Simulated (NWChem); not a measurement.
Molecule: disilylmethane (CH₈Si₂); SMILES [SiH3]C[SiH3]

```xyz
11

Si    -1.5950     0.0010     0.1723
C      0.0000     0.0000    -0.8289
Si     1.5950    -0.0010     0.1723
H     -2.7882     0.0047    -0.7295
H     -1.6653    -1.2126     1.0431
H     -1.6613     1.2122     1.0469
H      0.0005     0.8855    -1.4880
H     -0.0005    -0.8855    -1.4880
H      1.6613    -1.2122     1.0469
H      1.6653     1.2126     1.0431
H      2.7882    -0.0047    -0.7295
```
Atoms are numbered in this order, from 1.

Program: NWChem. Pople sets run with spherical d functions. All runs use the structure optimised with PBE0/def2-SVP. B3LYP is NWChem's, with the RPA form of VWN correlation. GIAO values for the isolated, static molecule; σ is the absolute isotropic shielding, δ = σ(reference) − σ with the isolated reference molecule computed at the same levels (13C: tetramethylsilane, 1H: tetramethylsilane, 29Si: tetramethylsilane).

For level B3LYP/6-311G**:

```
Quantity     Value
-----------  -----
δ Si1 (ppm)  -66.0
δ C2 (ppm)   -14.6
```

What are these values for level LDA (Slater exchange, VWN5)/pcSseg-1?


| Property | Result |
|---|---|
| δ Si1 (ppm) | -74.5 |
| δ C2 (ppm) | -17.5 |
